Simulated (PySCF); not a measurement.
Correlation energy of W- (tungsten, charge -1)

[Xe] 4f14 5d5 6s2, high-spin 6S determinant. All numbers are calculated (PySCF 2.14, scalar relativity through the core potential, in def2-TZVPPD with the def2 core potential (60 electrons)). Frozen: nothing; 15 electrons correlated.

MP2 pair energies summed by pair of shells (mhartree):

```csv
pair,energy,share (%)
5p-5d,-113.38,32.2
5p-5p,-65.99,18.8
5d-5d,-55.16,15.7
5d-6s,-49.68,14.1
5s-5p,-20.10,5.7
5p-6s,-18.25,5.2
6s-6s,-15.61,4.4
5s-5d,-9.83,2.8
5s-5s,-3.12,0.9
5s-6s,-0.55,0.2
```

Total MP2 correlation energy: -351.65 mhartree.

Same-spin part -137.07 and opposite-spin part -214.59 mhartree; SCS-MP2 scales them by 1/3 and 6/5 to -303.19 mhartree.

The basis has no tight functions for the innermost shells, so their pair energies are far from complete.

The Hartree-Fock reference does not bind the outermost electron (its level is positive or very diffuse), so these energies belong to a reference that the basis holds together.

This basis was not built for core-valence correlation, so the inner-shell part is incomplete.
